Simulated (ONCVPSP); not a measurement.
Building the ONCV potential for chlorine (PBE, non-relativistic).

ONCVPSP 4.0.1 input, shortened (lines: element, Z, core and valence counts, functional; n l f; lmax; l rc ep ncon nbas qcut; lloc lpopt rc5 dvloc0; l nproj debl; icmod fcfact rcfact), PBE, non-relativistic:

```
  Cl 17.00    3    2        4      upf
    1    0    2.00
    2    0    2.00
    2    1    6.00
    3    0    2.00
    3    1    5.00
    1
    0    1.10    0.00    3    7    6.40
    1    1.20    0.00    3    6    6.20
    4    5    1.00   -1.00
    0    1    1.20
    1    2    1.70
    3    5.00    1.45
```

All-electron outer shells of the reference configuration (PBE, non-relativistic, ld1.x):

```csv
shell,level (eV),outermost node (bohr),outermost maximum (bohr)
2s,-250.98,0.12,0.36
2p,-191.57,–,0.30
3s,-20.53,0.56,1.29
3p,-8.61,0.53,1.43
```

(1) Estimate the cutoffs (Ha) at which the residual kinetic energy of the hardest occupied pseudo-wave falls to 1 and 0.1 mHa per electron.

(2) What does a ghost test show?

(3) Which valence shell sets the plane-wave cutoff?

(4) Tests: 3s2 3p4; 3s2 3p3; 3s2 3p2; 3s2 3p4.5. Which has the largest error in its energy relative to the reference configuration, and how large is it?

Results:

(1) 16 Ha and 26 Ha. The cutoffs count occupied waves only; projector 2 of the p channel, the hardest unoccupied one, needs 40 Ha at the loose tolerance.

(2) No bound ghost flagged; GHOST(+) flagged for s at 77.7 eV.

(3) 3s: 16 Ha for 1 mHa per electron, against 11 Ha for 3p.

(4) 3s2 3p2, with +80 meV (all-electron minus pseudo) on +77.66 eV.
